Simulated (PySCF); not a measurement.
**Orbital picture of BiN⁺**

BLYP at R = 2.083 Å; basis Bi def2-SVPD with ECP60, N def2-SVPD; scalar-relativistic core potentials; PySCF 2.14. State: ²Π (doublet), unpaired electrons π ↑. Only the outer orbitals are listed, counted within each symmetry, core potentials removing the inner ones.

```csv
spin,orbital,occ.,ε (eV),on Bi (%),main shells (%)
α,5σ,1,-25.48,28,"68 N s, 25 Bi s"
α,6σ,1,-20.86,73,"70 Bi s, 26 N s"
α,3π,1,-13.99,24,"75 N p, 23 Bi p"
α,7σ,1,-13.46,34,"59 N p, 32 Bi p"
α,3π,1,-13.22,28,"71 N p, 27 Bi p"
α,4π,0,-11.07,78,"76 Bi p, 22 N p"
α,4π,0,-10.45,74,"72 Bi p, 26 N p"
α,8σ,0,-7.36,74,"63 Bi p, 24 N p, 9 Bi d"
β,5σ,1,-24.51,43,"52 N s, 40 Bi s"
β,6σ,1,-20.35,61,"56 Bi s, 40 N s"
β,7σ,1,-13.00,36,"55 N p, 35 Bi p, 9 N s"
β,3π,1,-12.61,55,"54 Bi p, 44 N p"
β,3π,0,-12.48,66,"65 Bi p, 33 N p"
β,4π,0,-10.11,49,"51 N p, 45 Bi p"
β,4π,0,-9.85,39,"61 N p, 34 Bi p"
```

Question: Which are the highest filled and the lowest empty level, where do they sit, and how wide is the gap?

Answer: Highest filled β 3π at -12.61 eV (in %: 54 Bi p, 44 N p); lowest empty β 3π at -12.48 eV (in %: 65 Bi p, 33 N p); the gap at BLYP is 0.13 eV. Both belong to one degenerate shell, split only by its one-sided filling, so this is no excitation gap.

- bond order (Mayer): 2.12
- ⟨S²⟩: 0.830
- charge on Bi (Mulliken, basis-dependent): 1.20
- charge on Bi (Löwdin, basis-dependent): 1.24
- dipole moment (positive dipole points towards N; it is taken about the centre of mass and depends on that origin): -2.03 D

Spin–orbit coupling is left out, which matters for elements this heavy, above all for dissociation energies. The state is the lowest determinant that a PBE0 search found; another state may lie lower at other levels.
